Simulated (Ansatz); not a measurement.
The cluster In₂O₄H₂. The state is a singlet with charge 0. Geometry B3LYP-D4/def2-SVP; atoms count from 1.

Cartesian coordinates in Å:
```
In -0.655 0.590 -0.654
In 1.351 -1.112 1.405
O 0.960 -0.786 -1.092
O 0.076 -1.924 -0.887
O -0.835 -1.421 0.131
O 0.368 1.067 1.095
H -1.637 1.663 -1.539
H 0.372 1.923 1.541
```

In the def2 sets In takes a core potential; there is no spin–orbit coupling. The structure holds 2 bonds between oxygen atoms, so isomers without such links may lie far lower. Another isomer (singlet) lies 3.64 eV lower at PBE0-D4/def2-TZVP; other spin states weren't run for this one.

Estimate the Mulliken populations from the PBE0/def2-TZVP orbitals of Ansatz.


```tsv
atom	charge (e)
In1	0.84
In2	0.58
O3	-0.45
O4	-0.05
O5	-0.45
O6	-0.77
H7	-0.02
H8	0.32
```
Mulliken values depend strongly on the basis.

And the Mayer bond orders between heavy atoms (over 0.3)?

In1–O3 0.56 (2.17 Å); In1–O5 0.56 (2.17 Å); In1–O6 0.60 (2.08 Å); O3–O4 0.86 (1.46 Å); O4–O5 0.86 (1.46 Å).
